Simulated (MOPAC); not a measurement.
A run for MOPAC: AM1 on GeH4Te (SMILES [GeH3][TeH]), a point of a bond scan (R = 2.494 Å).

```
AM1 1SCF PRECISE CHARGE=0 THREADS=1
GeH4Te

Te    -0.09896076 1     0.80692664 1     0.65430353 1
H      0.44285547 1     2.40375294 1    -1.18365001 1
Ge     0.13620165 1    -1.21741469 1    -0.93151219 1
H      1.56045513 1    -1.29524723 1    -1.50328127 1
H     -0.15262004 1    -2.45072946 1    -0.06258670 1
H     -0.88257830 1    -1.12841585 1    -2.07852674 1
```

Output:

```
*******************************************************************************
 **                                                                           **
 **                              MOPAC v23.2.5                                **
 **                                                                           **
 *******************************************************************************
 ** MOPAC's Digital Object Identifier: https://doi.org/10.5281/zenodo.6511958 **
 **                                                                           **
 ** Please cite the open-source release paper for use of this MOPAC version:  **
 ** J. E. Moussa and J. J. P. Stewart (2026)                                  **
 ** MOPAC: An open-source semiempirical molecular orbital program             **
 ** J. Open Source Softw., 11(119), 8025, https://doi.org/10.21105/joss.08025 **
 *******************************************************************************

                              AM1 CALCULATION RESULTS

 *******************************************************************************
 *  AM1        - The AM1 Hamiltonian to be used
 *
 *
 *
 *                 CHARGE ON SYSTEM = 0
 *
 *
 *
 *  PRECISE    - TIGHTER CRITERIA TO BE USED
 *  1SCF       - DO 1 SCF AND THEN STOP
 *  THREADS=1  - MULTI-THREADING NOT USED
 *  T=         - A TIME OF 172800.0 SECONDS REQUESTED
 *  DUMP=N     - RESTART FILE WRITTEN EVERY 7200.0 SECONDS REQUESTED
 *******************************************************************************
AM1 1SCF PRECISE CHARGE=0 THREADS=1
 GeH4Te

   ATOM   CHEMICAL          X               Y               Z
  NUMBER   SYMBOL      (ANGSTROMS)     (ANGSTROMS)     (ANGSTROMS)

     1      Te         -0.09896076  *   0.80692664  *   0.65430353  *
     2       H          0.44285547  *   2.40375294  *  -1.18365001  *
     3      Ge          0.13620165  *  -1.21741469  *  -0.93151219  *
     4       H          1.56045513  *  -1.29524723  *  -1.50328127  *
     5       H         -0.15262004  *  -2.45072946  *  -0.06258670  *
     6       H         -0.88257830  *  -1.12841585  *  -2.07852674  *



          CARTESIAN COORDINATES

    NO.       ATOM           X           Y           Z

     1        Te         -0.0990      0.8069      0.6543
     2         H          0.4429      2.4038     -1.1837
     3        Ge          0.1362     -1.2174     -0.9315
     4         H          1.5605     -1.2952     -1.5033
     5         H         -0.1526     -2.4507     -0.0626
     6         H         -0.8826     -1.1284     -2.0785

  H: (AM1): M.J.S. DEWAR ET AL, J. AM. CHEM. SOC. 107 3902-3909 (1985)
 Ge: (AM1): M.J.S.Dewar and C.Jie, Organometallics, 8, 1544, (1989)
 Te: (AM1): J. J. P. STEWART, J. MOL. MOD., 10, 155-164 (2004)

           Empirical Formula: H4 Te Ge  =     6 atoms



      MOLECULAR POINT GROUP   :   Cs


      RHF CALCULATION, NO. OF DOUBLY OCCUPIED LEVELS = 7


 -------------------------------------------------------------------------------
 AM1 1SCF PRECISE CHARGE=0 THREADS=1
 GeH4Te



     1SCF WAS SPECIFIED, SO BFGS WAS NOT USED
     SCF FIELD WAS ACHIEVED


                              AM1 CALCULATION
                                                       MOPAC v23.2.5 Linux




          FINAL HEAT OF FORMATION =         93.78295 KCAL/MOL =     392.38788 KJ/MOL


          COSMO AREA              =        122.82 SQUARE ANGSTROMS
          COSMO VOLUME            =        114.07 CUBIC ANGSTROMS

          IONIZATION POTENTIAL    =          7.269124 EV
          HOMO LUMO ENERGIES (EV) =         -7.269 -1.827
          NO. OF FILLED LEVELS    =          7
          MOLECULAR WEIGHT        =        204.2216         POINT GROUP:  Cs

          MOLECULAR DIMENSIONS (Angstroms)

            Atom       Atom       Distance
            H     5    H     2     5.01771
           Te     1    H     4     3.16109
            H     4    H     6     2.30772


          SCF CALCULATIONS        =          1





   ATOM   CHEMICAL          X               Y               Z
  NUMBER   SYMBOL      (ANGSTROMS)     (ANGSTROMS)     (ANGSTROMS)

     1      Te         -0.09896076  *   0.80692664  *   0.65430353  *
     2       H          0.44285547  *   2.40375294  *  -1.18365001  *
     3      Ge          0.13620165  *  -1.21741469  *  -0.93151219  *
     4       H          1.56045513  *  -1.29524723  *  -1.50328127  *
     5       H         -0.15262004  *  -2.45072946  *  -0.06258670  *
     6       H         -0.88257830  *  -1.12841585  *  -2.07852674  *

                             CARTESIAN COORDINATES

   1   Te       -0.098960760     0.806926640     0.654303530
   2    H        0.442855470     2.403752940    -1.183650010
   3   Ge        0.136201650    -1.217414690    -0.931512190
   4    H        1.560455130    -1.295247230    -1.503281270
   5    H       -0.152620040    -2.450729460    -0.062586700
   6    H       -0.882578300    -1.128415850    -2.078526740


           Empirical Formula: H4 Te Ge  =     6 atoms



      MOLECULAR POINT GROUP   :   Cs


                  EIGENVALUES
 -23.76660 -14.61804 -11.88331 -11.82359 -10.02913  -9.26162  -7.26912  -1.82651
  -1.68112   0.72253   0.73893   2.83696


              NET ATOMIC CHARGES AND DIPOLE CONTRIBUTIONS

  ATOM NO.   TYPE          CHARGE      No. of ELECS.   s-Pop       p-Pop
    1         Te           0.080592        5.9194     1.96886     3.95055
    2          H           0.053820        0.9462     0.94618
    3         Ge          -0.405103        4.4051     0.95229     3.45281
    4          H           0.087093        0.9129     0.91291
    5          H           0.096506        0.9035     0.90349
    6          H           0.087093        0.9129     0.91291
 DIPOLE           X         Y         Z       TOTAL
 POINT-CHG.     0.024     1.153     0.232     1.176
 HYBRID         0.241    -0.553    -1.183     1.328
 SUM            0.265     0.599    -0.951     1.155


          ATOMIC ORBITAL ELECTRON POPULATIONS

     Atom    s        px        py        pz
    1 Te   1.96886   1.94350   0.93663   1.07042
    2  H   0.94618
    3 Ge   0.95229   1.13755   1.17378   1.14148
    4  H   0.91291
    5  H   0.90349
    6  H   0.91291

 **********************
 *                    *
 * JOB ENDED NORMALLY *
 *                    *
 **********************




 == MOPAC DONE ==
```

The run finished.

Cost: around 0.010 core-seconds (rough).
